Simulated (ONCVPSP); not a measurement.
## What one change does to a pseudopotential (Ge (Z = 32), ONCV)

* Element: Ge
* Generator: ONCVPSP 4.0.1
* Type: optimised norm-conserving Vanderbilt (ONCV)
* Functional: PBE
* Relativity: scalar-relativistic
* Frozen core: [Ar] 3d10
* Valence charge: 4
* Reference configuration: 4s1.5 4p2.5
* Partial waves: 4s: rc 1.75 bohr, ncon 3, nbas 6, qcut 4.5 1/bohr, local; 4p: rc 2.20 bohr, ncon 3, nbas 7, qcut 3.8 1/bohr, 3 projectors, debl 3 Ha
* Local potential: the s channel
* Core correction: polynomial model core, fcfact 0.45

All-electron outer shells of the reference configuration (PBE, scalar-relativistic, ld1.x):

```tsv
shell	level (eV)	outermost node (bohr)	outermost maximum (bohr)
3p	-116.53	0.23	0.54
3d	-30.20	–	0.50
4s	-12.22	0.77	1.73
4p	-4.25	0.82	2.19
```

Change: s: qcut 2.7.

Cutoffs: the cutoffs (Ha) at which the residual kinetic energy of the hardest occupied pseudo-wave falls to 1 and 0.1 mHa per electron; they do not see the model core or the augmentation charge, which bear on the density cutoff. Errors are all-electron minus pseudo energies relative to the spin-unpolarised reference configuration.

**Question.** What does the change do?

**Answer.** The potential gets harder (8.4 Ha and 12 Ha → 26 Ha and 45 Ha); of the 4 tests that both files solve, the error grows in 3 and shrinks in 1 by more than 15 % and 0.3 meV (median size 0.9 → 3.3 meV); the range in which the s phases agree narrows (upper end 2.7 → 1.1); neither file shows a bound ghost.

```csv
quantity,base,changed
"cutoff, loose",8.4 Ha,26 Ha
"cutoff, tight",12 Ha,45 Ha
loose cutoff by channel,"s 8.4 Ha, p 2.8 Ha","s 26 Ha, p 2.8 Ha"
bound ghosts,none,none
GHOST(+) flags under 300 eV,none,none
"error for 4s2 4p2, meV [ΔE -3.95 eV]",-0.6,-2.8
"error for 4s2 4p1, meV [ΔE 3.49 eV]",-1.2,-3.8
"error for 4s2 4p0, meV [ΔE 18.93 eV]",-35,-29
"error for 4s2 4p1.5, meV [ΔE -1.15 eV]",+0.5,-2.3
s: phases at 1.78 bohr within 0.05 rad from the reference energy up to (Ha; the scan ends near 5),2.7,1.1
p: phases at 2.23 bohr within 0.05 rad from the reference energy up to (Ha; the scan ends near 5),to the end of the scan,to the end of the scan
"rms error of d²Exc/dni dnj with the model core, mHa",0.48,0.17
```
